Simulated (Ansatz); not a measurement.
Molecule: sum formula H$_{5}$SiN$_{2}$O$_{2}$, charge 0, multiplicity 2. It need not be the lowest isomer of its formula. 
Geometry from a B3LYP-D3(BJ)/def2-TZVP (Ansatz, a program for electronic structure) optimisation:
SMILES: [O][Si](O)(N)N
```xyz
10

Si     0.0098    -0.0162    -0.0672
O     -0.8162    -1.2406    -0.7356
O      1.6500    -0.0691    -0.0498
N     -0.5098     1.4496    -0.7458
N     -0.3898    -0.2844     1.5926
H      2.1022    -0.1454    -0.8929
H      0.0155     2.3062    -0.7024
H     -1.4244     1.5607    -1.1487
H     -1.3496    -0.2336     1.8988
H      0.1461    -0.9410     2.1416
```
Charge 0, spin multiplicity 2.

Computed values are from Ansatz. Cores are frozen in the correlated levels unless marked. Open shells are spin-unrestricted. Spin-orbit coupling is left out. No relativistic terms. CBS(X,Y): correlation extrapolated as X^-3; Hartree-Fock from the larger set. The bracket is a focal-point correction in the basis named.

The atomisation energy De comes out as 885.3 kcal/mol at RI-MP2/CBS(cc-pV(T+d)Z,cc-pV(Q+d)Z)+[CCSD(T)-MP2]/cc-pV(T+d)Z. The total energy comes out as -551.9242 Eh at RI-MP2/CBS(cc-pV(T+d)Z,cc-pV(Q+d)Z)+[CCSD(T)-MP2]/cc-pV(T+d)Z and the dipole moment is 1.77 D at CCSD(T)/aug-cc-pV(D+d)Z. The T1 diagnostic is 0.025 at CCSD/cc-pV(T+d)Z.
